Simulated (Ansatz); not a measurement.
Ansatz (a quantum-chemistry and plane-wave program) input (CCSD(T)/6-31G*):

Ansatz 0.2 input:
```yaml
crystal:
  periodic: [false, false, false]
  atoms:
    - {symbol: C, position_ang: [1.69471601, 0.81198954, -0.43990892]}
    - {symbol: C, position_ang: [0.58048041, -0.12822384, -0.16416608]}
    - {symbol: C, position_ang: [-0.79685727, 0.49508857, -0.40654228]}
    - {symbol: C, position_ang: [-1.94293748, -0.49222832, -0.22290039]}
    - {symbol: O, position_ang: [0.69004681, -0.67964210, 1.15882672]}
    - {symbol: H, position_ang: [1.54617240, 1.70562340, -1.03044006]}
    - {symbol: H, position_ang: [2.69650168, 0.55702999, -0.12173048]}
    - {symbol: H, position_ang: [0.67368703, -1.01254635, -0.81147487]}
    - {symbol: H, position_ang: [-0.91649333, 1.34557838, 0.27367843]}
    - {symbol: H, position_ang: [-0.81108576, 0.90583910, -1.42089154]}
    - {symbol: H, position_ang: [-1.92736042, -0.92071019, 0.77917095]}
    - {symbol: H, position_ang: [-2.90831367, -0.00657581, -0.37398185]}
    - {symbol: H, position_ang: [-1.86742197, -1.31558855, -0.93730658]}
    - {symbol: H, position_ang: [0.78152974, 0.05873119, 1.77346839]}
basis:
  gaussian:
    orbitals: 6-31G*
magnetization: {spin_polarized: true, initial_magnetization: 1}
correlation: {method: ccsd_t, electrons: outside_noble_gas}
```

End of the output:

```
integrals: 0.18 GiB planned
994 factors; integrals over basis functions are off by at most 6.0e-4 eV
0.41 GiB of device memory are held for the factors and their scratch space
mean field: 0.33 GiB planned
mean field evaluation 1: about -6296.4101 eV, gradient 2.5e1 eV
mean field evaluation 2: about -6296.4110 eV, gradient 2.5e1 eV
mean field evaluation 4: about -6299.7843 eV, gradient 3.4e0 eV
mean field evaluation 8: about -6299.8695 eV, gradient 1.7e-1 eV
mean field evaluation 16: about -6299.8608 eV, gradient 8.7e-1 eV
mean field -6299.87004160 eV, -231.5159538234 hartree, gradient 2.0e-6 eV, S^2 0.762595; 0 other end points of the search recorded, 0 dependent functions left out
5 core orbitals not correlated
reference -6299.87004160 eV, -231.5159538234 hartree; 16, 15 occupied and 72, 73 virtual orbitals, 994 factors
second order -18.46703982 eV of doubles, -0.00000000 eV of singles
coupled cluster: 1.62 GiB planned
cycle   1  -19.37089206 eV  change   -9.0e-1 eV  update   9.2e-2
cycle   2  -19.89456804 eV  change   -5.2e-1 eV  update   2.8e-2
cycle   3  -20.00677262 eV  change   -1.1e-1 eV  update   1.3e-2
cycle   4  -20.01210751 eV  change   -5.3e-3 eV  update   4.3e-3
cycle   5  -20.01227171 eV  change   -1.6e-4 eV  update   2.2e-3
cycle   6  -20.01243536 eV  change   -1.6e-4 eV  update   9.0e-4
cycle   7  -20.01230424 eV  change    1.3e-4 eV  update   4.2e-4
cycle   8  -20.01232132 eV  change   -1.7e-5 eV  update   1.9e-4
cycle   9  -20.01234193 eV  change   -2.1e-5 eV  update   8.9e-5
cycle  10  -20.01230725 eV  change    3.5e-5 eV  update   3.4e-5
perturbative correction -0.52898854 eV, -0.0194399702 hartree
Total energy: -6320.41133739 eV, -232.2708325203 hartree
```

It need not be the lowest isomer of its formula.
